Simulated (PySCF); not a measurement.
Identify the unknown among the candidates.

All candidates are C7H12.

- Polarisability: 94.0 au [B3LYP/def2-SVPD]
- UV, first state: lowest singlet excitation: 5.60 eV (221 nm, f = 0.815) [TDDFT B3LYP/def2-SVPD]
- Dipole: 0.66 D [B3LYP/def2-SVPD]
- Triplet: lowest triplet excitation (Tamm–Dancoff): 3.23 eV [TDA B3LYP/def2-SVPD]
- Rotational structure: rotational constants A, B, C: 6.428, 1.081, 0.998 GHz [GFN2-xTB]

The electronic properties come from PySCF, for the isolated species, density fitting. Levels stand in brackets. Geometry: GFN2-xTB, one conformer, isolated molecule.

Task: Which candidate is it?
A. `C=C/C=C/CCC`
B. `C[C@H]1[C@@H]2CC[C@H]1C2`
C. `C=C(C)CC(=C)C`
D. `CC#CC(C)(C)C`

Result: A. It is `C=C/C=C/CCC`. Numbering: `[CH2:1]=[CH:2]/[CH:3]=[CH:4]/[CH2:5][CH2:6][CH3:7]`. Its formula, C7H12, gives 2 degrees of unsaturation: 0 rings and 2 π bonds in the structure found. S1 is mainly HOMO→LUMO (weight 0.95); the largest Löwdin shares of the orbital it empties are 0.24 on the terminal =CH2 carbon, 0.23 on an alkene CH carbon, 0.19 on an alkene CH carbon and 0.16 on an alkene CH carbon, of the orbital it fills 0.25 on the terminal =CH2 carbon, 0.23 on an alkene CH carbon, 0.17 on an alkene CH carbon and 0.14 on an alkene CH carbon. The optimised geometry has point group C1 and is an asymmetric top.

The others, at the same levels:
- `C[C@H]1[C@@H]2CC[C@H]1C2` fails: its computed lowest singlet excitation is 7.59 eV (163 nm, f = 0.017) (against 5.60 eV), lowest triplet excitation (Tamm–Dancoff) is 7.49 eV (against 3.23 eV) and static isotropic polarisability is 77.0 au (against 94.0 au).
- `CC#CC(C)(C)C` fails: its computed lowest singlet excitation is 6.37 eV (195 nm, f = 0.033 summed over 2 states within 0.01 eV) (against 5.60 eV), lowest triplet excitation (Tamm–Dancoff) is 5.61 eV (against 3.23 eV) and static isotropic polarisability is 86.0 au (against 94.0 au).
- `C=C(C)CC(=C)C` fails: its computed lowest singlet excitation is 6.10 eV (203 nm, f = 0.000) (against 5.60 eV), lowest triplet excitation (Tamm–Dancoff) is 4.41 eV (against 3.23 eV) and static isotropic polarisability is 86.1 au (against 94.0 au).

Each candidate is one conformer, not necessarily the lowest. The conformers computed, where there is a choice (atom-mapped SMILES and torsion angles):
- `[CH2:1]=[CH:2]/[CH:3]=[CH:4]/[CH2:5][CH2:6][CH3:7]`: C1–C2–C3–C4 180°, C3–C4–C5–C6 121°, C4–C5–C6–C7 -65°
- `[CH2:1]=[C:2]([CH3:3])[CH2:4][C:5](=[CH2:6])[CH3:7]`: C1–C2–C4–C5 -112°, C2–C4–C5–C6 -112°

The conformers of `C[C@H]1[C@@H]2CC[C@H]1C2` aren't listed.
